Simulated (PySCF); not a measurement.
## `C=C[C@@H](C)C(C)C`, C$_{7}$H$_{14}$

Molfile (atoms numbered from 1):
```
C7H14
     RDKit          3D

 21 20  0  0  0  0  0  0  0  0999 V2000
    1.9717   -0.8104    1.3436 C   0  0  0  0  0  0  0  0  0  0  0  0
    1.3274   -0.7254    0.1786 C   0  0  0  0  0  0  0  0  0  0  0  0
    0.5040    0.4441   -0.2800 C   0  0  1  0  0  0  0  0  0  0  0  0
    0.9599    0.9122   -1.6612 C   0  0  0  0  0  0  0  0  0  0  0  0
   -1.0171    0.1522   -0.2347 C   0  0  0  0  0  0  0  0  0  0  0  0
   -1.4314   -1.0525   -1.0745 C   0  0  0  0  0  0  0  0  0  0  0  0
   -1.5108    0.0066    1.1993 C   0  0  0  0  0  0  0  0  0  0  0  0
    1.9408    0.0081    2.0706 H   0  0  0  0  0  0  0  0  0  0  0  0
    2.5550   -1.6946    1.6145 H   0  0  0  0  0  0  0  0  0  0  0  0
    1.3961   -1.5683   -0.5214 H   0  0  0  0  0  0  0  0  0  0  0  0
    0.6803    1.2710    0.4305 H   0  0  0  0  0  0  0  0  0  0  0  0
    0.3609    1.7701   -2.0047 H   0  0  0  0  0  0  0  0  0  0  0  0
    2.0163    1.2190   -1.6427 H   0  0  0  0  0  0  0  0  0  0  0  0
    0.8636    0.1139   -2.4139 H   0  0  0  0  0  0  0  0  0  0  0  0
   -1.5037    1.0449   -0.6691 H   0  0  0  0  0  0  0  0  0  0  0  0
   -1.0193   -1.9877   -0.6633 H   0  0  0  0  0  0  0  0  0  0  0  0
   -1.0992   -0.9670   -2.1200 H   0  0  0  0  0  0  0  0  0  0  0  0
   -2.5272   -1.1568   -1.0854 H   0  0  0  0  0  0  0  0  0  0  0  0
   -1.2732    0.8993    1.7990 H   0  0  0  0  0  0  0  0  0  0  0  0
   -1.0414   -0.8594    1.6923 H   0  0  0  0  0  0  0  0  0  0  0  0
   -2.6019   -0.1385    1.2291 H   0  0  0  0  0  0  0  0  0  0  0  0
  1  2  2  0
  2  3  1  0
  3  4  1  0
  3  5  1  0
  5  6  1  0
  5  7  1  0
  1  8  1  0
  1  9  1  0
  2 10  1  0
  3 11  1  1
  4 12  1  0
  4 13  1  0
  4 14  1  0
  5 15  1  0
  6 16  1  0
  6 17  1  0
  6 18  1  0
  7 19  1  0
  7 20  1  0
  7 21  1  0
M  END
```

Method used: quadratic response CAM-B3LYP/aug-cc-pVDZ first hyperpolarisability, Taylor convention, gas phase (PySCF). Geometry: PBE0-D3(BJ)/def2-SVP.

(1) Give the tensor of the static β(0;0,0) in the axes of these coordinates.

Answers

(1) In au, Taylor convention; rows are the first index (the induced dipole):
```tsv
	xx	yy	zz	xy	xz	yz
x	-33.0	-3.5	-15.9	+10.2	-11.4	+8.3
y	+10.2	+8.1	+2.7	-3.5	+8.3	-10.7
z	-11.4	-10.7	0.0	+8.3	-15.9	+2.7
```
Norm of βᵢ = ⅓ Σⱼ (βᵢⱼⱼ + βⱼᵢⱼ + βⱼⱼᵢ): 60.5 au, hyper-Rayleigh value 24.6 au.
